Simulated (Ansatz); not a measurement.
Basis-set extrapolation for B2H6OSi, SMILES `OBB[SiH3]` (PBE0-D4/def2-TZVP geometry, frozen core, Ansatz 0.2.0). Multiplicity 1, RHF reference.

```tsv
	def2-TZVPP	def2-QZVPP
HF	-416.720120	-416.735158
MP2 correlation	-0.561493	-0.602810
CCSD(T) correlation	-0.633991	not run
```

Energies in hartree. Use E(X) = E(∞) + A·exp(−7.88·√X) for Hartree–Fock and E(X) = E(∞) + B·X^(−2.97) for correlation, with X = 3 and 4, and add CCSD(T) minus MP2 of the smaller set to the MP2 limit.

Task: What is the CCSD(T) energy at the basis-set limit?

Result: HF limit: -416.735158 + (-0.015038) × 0.13774 = -416.73723. MP2 limit: -0.602810 + (-0.041317) × 0.74074 = -0.63342. Higher-order term: -0.633991 − (-0.561493) = -0.07250. Total: -417.44315 hartree, 55.9 kcal/mol below CCSD(T)/def2-TZVPP.
